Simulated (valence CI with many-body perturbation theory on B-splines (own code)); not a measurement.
Questions on Co XXIII

Level of theory: relativistic CI+MBPT: three valence electrons over a frozen Dirac-Fock core [He], radial functions for each j: 9 s, 9 p, 8 d, 6 f, 3 g, 1 h, with the one-electron correlation potential Σ1, the two-electron term Σ2, the three-electron term Σ3, Breit, model QED; selected CI, second order for the rest, scaled by the run's own slope (own B-spline code, finite nucleus).

No measured spectrum was set against this ion. As an estimate, levels of excited configurations hold to 0.05 to 0.15 % of their energy, terms of the ground configuration to about 0.5 %.

Names give the largest LS component (configuration and term), which can be under half, so a name can repeat, a term be missing and a line seem to break the LS rules; names also repeat where a configuration has a term twice.

Rates and lifetimes use the calculated energies. Strong lines usually hold to 10 to 20 %, long lifetimes can be off by a factor of two.

Task: What is the ground level?

Result: 2s2 2p 2P°_1/2, composition 98 % 2s2 2p 2P° + 2 % 2p3 2P°, g = 0.660.

Task: Where does the other parity begin?

Result: At 2s 2p2 4P_1/2, 430.32 × 10³ cm⁻¹.

Task: Among levels below 9880.7 × 10³ cm⁻¹, which E1 lines absorb most strongly from the ground level?

Result: to 2s2 3d 2D_3/2 at 1.081 nm, f = 0.674; to 2s 2p 3p 2D_3/2 at 1.050 nm, f = 0.209; to 2s 2p 3p 2P_1/2 at 1.055 nm, f = 0.133.

Task: How is the term 2P° of the ground level split?

Result: J = 1/2 at 0.00, J = 3/2 at 139.68 × 10³ cm⁻¹.

Task: How well does LS coupling describe the low levels?

Result: Among the lowest 20 levels the leading LS term, summed over configurations, holds 92 % on average. For single configurations the figures are 90 % in LS and 82 % in jj coupling. Terms mix most in the J = 1/2 level at 1051.7 × 10³ cm⁻¹, where the leading one holds 62 %.

Task: Name the longest-lived excited levels whose lifetime is computed, and their main decay.

Result: 2s2 2p 2P°_3/2 at 139.68 × 10³ cm⁻¹ lives 40.8 μs, mostly by M1 to 2s2 2p 2P°_1/2; 2s 2p2 4P_3/2 at 498.12 × 10³ cm⁻¹ lives 72.7 ns, mostly by E1 to 2s2 2p 2P°_3/2; 2s 2p2 4P_5/2 at 559.08 × 10³ cm⁻¹ lives 9.76 ns, mostly by E1 to 2s2 2p 2P°_3/2.

Task: What is the ionisation energy?

Result: 1961.2 eV; NIST lists 1960.8 ± 0.8 eV (semi-empirical).
